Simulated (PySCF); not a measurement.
Dipole response of Ar (argon, neutral)

[Ne] 3s2 3p5 4s1, high-spin 3P determinant (an excited configuration). Computed with PySCF 2.14 in aug-cc-pV(Q+d)Z with one added diffuse shell each of s, p, d, f, g type (8s7p6d4f3g, 114 functions), with the non-relativistic Hamiltonian (point nucleus). Coupled (time-dependent) response in atomic units; α is the mean over directions.

```tsv
method	mean α (bohr³)	α xx, yy, zz	C₆ (like pair)	S(−4)
r2SCANh	359.3	380.3, 348.8, 348.8	5488	118900
r2SCAN0	358.0	380.6, 346.6, 346.6	5370	121900
```

S(−4) is the Cauchy moment in α(ω) = α(0) + S(−4) ω² + …

α(iu) at r2SCAN0:

```
u (hartree)  α(iu) (bohr³)
          0          358.0
     0.0500          195.0
      0.100          85.68
      0.200          30.46
      0.300          17.28
      0.500          9.278
      0.750          5.803
       1.00          4.055
       1.50          2.294
       2.00          1.466
       3.00         0.7490
       5.00         0.3148
```

A single London oscillator, α(iu) = α/(1 + u²/ω²), gives C₆ = (3/4) ω α². Matching the computed C₆ needs ω = 4 × 5370 / (3 × 358.0²) = 0.0559 hartree.

The components differ because the open shell of this determinant is not spherical; for a pure term their mean is the scalar polarisability.

The outer electron is Rydberg-like, and this basis confines it to a smaller radius and binds it less than a complete one would.
